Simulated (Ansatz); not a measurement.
```xyz
14

C     1.0728    0.0000    0.0000
C     0.2723    1.3130    0.0000
C    -1.2237    1.3069    0.0000
C    -1.9852    0.0000    0.0000
C    -1.2237   -1.3069    0.0000
C     0.2723   -1.3130    0.0000
C     2.5936    0.0000    0.0000
H     0.8598    2.3374    0.0000
H    -1.8130    2.3298    0.0000
H    -3.1650    0.0000    0.0000
H    -1.8130   -2.3298    0.0000
H     0.8598   -2.3374    0.0000
H     3.2002   -1.0114    0.0000
H     3.2002    1.0114    0.0000
```

Basis set: cc-pVDZ (spherical functions). Left uncorrelated: 7 orbitals. Charge 0, multiplicity 2.

Computed with Ansatz (development build ahead of 0.2.0); each method stands on the lowest determinant of its kind that the runs found.

(1) Give the atomization energy at this shape (free ground-state atoms in the same class of orbitals less the molecule, no zero-point energy) of doublet C₇H₇ by UHF-MP2, UHF.

Answers

(1)

```csv
method,atomization energy
UHF-MP2,1404.04 kcal/mol
UHF,1105.60 kcal/mol
```

Caution: the shape is not the minimum; the unrestricted determinant is a mixture of spin states.
